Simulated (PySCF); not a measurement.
C6H14N: g tensor and hyperfine couplings

Compound: C₆H₁₄N (doublet state).
Geometry (GFN2-xTB, Å), atoms numbered from 1 in this order:
```xyz
21
C6H14N angstrom
C      1.7030    1.4016    0.4500
C      0.8303    0.3048    0.9176
C      0.0446   -0.5654    0.0041
C      0.9607   -1.1578   -1.0983
N     -0.5808   -1.6140    0.8032
C     -1.0930    0.2256   -0.6928
C     -2.0191    0.8972    0.3109
H      1.7560    2.1927    1.1977
H      1.3474    1.8248   -0.4884
H      2.7318    1.0560    0.2813
H      0.7926    0.0850    1.9698
H      1.4113   -0.3695   -1.6936
H      1.7555   -1.7477   -0.6444
H      0.3807   -1.8023   -1.7575
H     -1.1050   -2.2449    0.2062
H      0.1261   -2.1566    1.2869
H     -1.6661   -0.4692   -1.3112
H     -0.6519    0.9744   -1.3517
H     -2.4129    0.1560    0.9998
H     -2.8459    1.3835   -0.2021
H     -1.4742    1.6426    0.8846
```

The hyperfine couplings belong to this conformer and change with its torsions.

As a line formula: `C[CH][C@@](C)(N)CC` [radical].

Method used: UKS B3LYP, pcH-1 on C H N, non-relativistic, mean-field spin-orbit, GIAO (PySCF). One conformer (not necessarily the lowest) at the GFN2-xTB geometry, without solvent, vibrations or thermal averaging. Couplings are sensitive to structure, and on GFN2-xTB geometries they can be far from those on DFT ones. The SCF solution wasn't tested for stability.

| Item | Value |
| --- | --- |
| g1, g2, g3 | 2.00220, 2.00275, 2.00293 |
| g_iso | 2.00263 |
| Form of g | rhombic: the two nearest values differ by 24 % of g3 − g1 |
| ⟨S²⟩ | 0.7539 (exact 0.7500) |
| α and β electrons | 29, 28 |
| HOMO–LUMO gap, α and β orbitals | 6.06, 5.23 eV |
| Basis functions | 315 |

Isotropic coupling and dipolar principal values T1 to T3, in MHz:

```tsv
atom	isotope	a_iso	T1	T2	T3	Mulliken spin population
C1	13C	-34.0	-2.4	0.3	2.1	-0.09
C2	13C	91.4	-81.6	-80.8	162.4	1.03
C3	13C	-32.4	-1.6	-0.2	1.8	-0.07
C4	13C	48.1	-3.8	-3.6	7.4	0.03
N5	14N	0.2	-0.4	-0.2	0.6	0.00
C6	13C	43.0	-4.6	-4.1	8.8	0.04
C7	13C	5.9	-1.5	-0.2	1.7	0.00
H8	1H	43.2	-4.7	-4.5	9.2	0.02
H9	1H	34.2	-4.6	-4.1	8.6	0.02
H10	1H	149.6	-5.4	-3.4	8.9	0.06
H11	1H	-64.8	-39.3	0.4	38.9	-0.05
H12	1H	-2.6	-3.9	-2.2	6.0	0.00
H13	1H	-2.2	-5.0	-2.1	7.1	0.00
H14	1H	11.1	-2.7	-1.6	4.3	0.01
H15	1H	-2.0	-1.9	-1.7	3.6	0.00
H16	1H	-1.2	-3.9	-3.2	7.1	0.00
H17	1H	5.5	-3.2	-1.4	4.6	0.00
H18	1H	-3.2	-4.0	-2.0	5.9	0.00
H19	1H	0.3	-2.3	-2.0	4.3	0.00
H20	1H	-0.6	-1.7	-1.0	2.7	0.00
H21	1H	1.6	-5.8	-3.3	9.1	0.00
```

Largest spin populations (Mulliken): C2 (+1.03), C1 (-0.09), C3 (-0.07) and H10 (+0.06). C2 is the only atom above +0.15. The positive populations add up to 1.21 and the negative ones to -0.21, together 2S = 1. The angles at C2 add up to 359.9°, so it is planar; its axial dipolar tensor and the negative coupling of its proton fit spin in a p orbital normal to that plane.

Axes: g3 points within 5° of the C2–H11 bond.

Under fast tumbling the dipolar parts average out, and these isotropic splittings remain: 3 × 1H (H8/H9/H10, I = 1/2, 4 lines) with 2.70 mT, 1 × 1H (H11, I = 1/2, 2 lines) with 2.31 mT, 1 × 1H (H17, I = 1/2, 2 lines) with 0.20 mT, 1 × 1H (H18, I = 1/2, 2 lines) with 0.11 mT, 3 × 1H (H12/H13/H14, I = 1/2, 4 lines) with 0.08 mT and 2 × 1H (H15/H16, I = 1/2, 3 lines) with 0.06 mT.

Class means assume fast exchange of nuclei equivalent by connectivity; if that motion is slow, each nucleus keeps its own coupling. The three 1H nuclei of mean +75.7 MHz run from 34.2 to 149.6 MHz in the frozen geometry. The three 1H nuclei of mean +2.1 MHz run from -2.6 to 11.1 MHz in the frozen geometry.

The 13C coupling of C2 (91.4 MHz) shows only in satellite lines or after enrichment, since that isotope makes up about 1.07 % of natural carbon.

β density exceeds α density at some nuclei, such as C1 (-0.0303), C3 (-0.0288) and H11 (-0.0145), spin density in bohr⁻³. In a single determinant that takes different orbitals for the two spins, that is spin polarisation.

The run took 2.4 min of wall time (grids of density and orbitals included) on Arm Neoverse N1, one thread (shared host), and the process peaked at 1.1 GiB of memory.
